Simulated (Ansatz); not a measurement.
Computed with Ansatz on PBE0-D4/def2-TZVP structures; ΔE is electronic, products minus reactants. CCSD(T)/CBS is the MP2 limit (def2-TZVPP, def2-QZVPP) plus CCSD(T) − MP2 in def2-TZVPP, frozen cores. This one scheme is used for every species. Functionals use def2-TZVPP. B3LYP here is the variant with VWN-RPA as its local correlation; programs differ in this. One conformer a species, not always the lowest.

Consider the substitution at a C–Si bond: `OC(O)=C[SiH3]` + CH₃OH → `COC=C(O)O` + SiH₄.

| level | ΔE (kJ/mol) | difference from CCSD(T)/CBS |
| --- | --- | --- |
| PBE-D4 | 78.8 | -7.6 |
| r2SCAN-D4 | 83.9 | -2.5 |
| PBE0-D4 | 83.0 | -3.4 |
| B3LYP-D4 | 78.3 | -8.1 |
| ωB97X-V | 78.3 | -8.1 |
| ωB97M-V | 82.8 | -3.6 |
| B2PLYP | 81.5 | -4.9 |
| PBE | 78.2 | -8.2 |
| r2SCAN | 83.9 | -2.5 |
| PBE0 | 82.5 | -3.9 |
| B3LYP | 77.0 | -9.4 |
| HF/def2-TZVPP | 81.4 | -5.0 |
| MP2/def2-TZVPP | 89.9 | 3.5 |
| SCS-MP2/def2-TZVPP | 84.5 | -1.9 |
| CCSD/def2-TZVPP | 82.0 | -4.4 |
| CCSD(T)/def2-TZVPP | 81.3 | -5.1 |
| HF/def2-QZVPP | 81.8 | -4.6 |
| MP2/def2-QZVPP | 93.0 | 6.6 |
| SCS-MP2/def2-QZVPP | 87.7 | 1.3 |
| HF/CBS(def2) | 81.9 | -4.5 |
| MP2/CBS(def2) | 95.0 | 8.6 |
| CCSD/CBS(def2) | 87.1 | 0.7 |
| CCSD(T)/CBS | 86.4 | 0 |

Largest T1 diagnostic among the species: 0.013.

From PBE to PBE0 (25 % exact exchange), in def2-TZVPP and without D4, ΔE moves by +4.3 kJ/mol.

CCSD(T)/CBS has its own doubt, a few kJ/mol and more with outer-core shells, so smaller differences from it don't rank the levels.
